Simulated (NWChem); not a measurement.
System meant: TiHSCl3; SMILES [SH][Ti]([Cl])([Cl])[Cl]

Here is an NWChem input.

```
start job
memory heap 200 mb stack 900 mb global 1100 mb
geometry units angstroms noautoz
  Ti     0.012525     0.037749    -0.004356
  Cl     1.253823     0.230171    -1.769018
  Cl     1.238350     0.308556     1.760834
  Cl    -1.680427     1.367212    -0.039522
  S     -0.885102    -2.021559     0.036449
  H      0.361480    -2.559739     0.041470
end
basis spherical
  * library def2-svp
end
dft
  odft
  mult 2
  xc xpbe96 cpbe96
  iterations 150
  mulliken
end
task dft energy
```

End of the output:

```
 Summary of "ao basis" -> "" (spherical)
 ------------------------------------------------------------------------------
       Tag                 Description            Shells   Functions and Types
 ---------------- ------------------------------  ------  ---------------------
 *                          def2-svp                  on all atoms

  pbe96 is a nonlocal functional; adding pw91lda local functional.

                                 NWChem DFT Module
                                 -----------------

 Summary of "ao basis" -> "ao basis" (spherical)
 ------------------------------------------------------------------------------
       Tag                 Description            Shells   Functions and Types
 ---------------- ------------------------------  ------  ---------------------
 Ti                         def2-svp                11       31   5s3p2d1f
 Cl                         def2-svp                 8       18   4s3p1d
 S                          def2-svp                 8       18   4s3p1d
 H                          def2-svp                 3        5   2s1p

 Summary of "ao basis" -> "ao basis" (spherical)
 ------------------------------------------------------------------------------
       Tag                 Description            Shells   Functions and Types
 ---------------- ------------------------------  ------  ---------------------
 Ti                         def2-svp                11       31   5s3p2d1f
 Cl                         def2-svp                 8       18   4s3p1d
 S                          def2-svp                 8       18   4s3p1d
 H                          def2-svp                 3        5   2s1p

  number of electrons :                   90
  multiplicity        :                    2
 ------------------------------------------------------------------------
  no. of electrons and multiplicity not compatible                  90
 ------------------------------------------------------------------------
 ------------------------------------------------------------------------
  current input line :
    21: task dft energy
 ------------------------------------------------------------------------
 ------------------------------------------------------------------------
 There is an error in the input file
 ------------------------------------------------------------------------
 For more information see the NWChem manual at https://nwchemgit.github.io

0: no. of electrons and multiplicity not compatible:Received an Error in Communication
```

### Question
Find the fault in this run and fix the input.

### Answer
The input was rejected before any calculation. Cause: the multiplicity doesn't fit the number of electrons (an even count wants an odd multiplicity, and the reverse). This input runs:
```
start job
memory heap 200 mb stack 900 mb global 1100 mb
geometry units angstroms noautoz
  Ti     0.012525     0.037749    -0.004356
  Cl     1.253823     0.230171    -1.769018
  Cl     1.238350     0.308556     1.760834
  Cl    -1.680427     1.367212    -0.039522
  S     -0.885102    -2.021559     0.036449
  H      0.361480    -2.559739     0.041470
end
basis spherical
  * library def2-svp
end
dft
  xc xpbe96 cpbe96
  iterations 150
  mulliken
end
task dft energy
```
It converges to -2627.49735 Ha (PBE/def2-SVP).
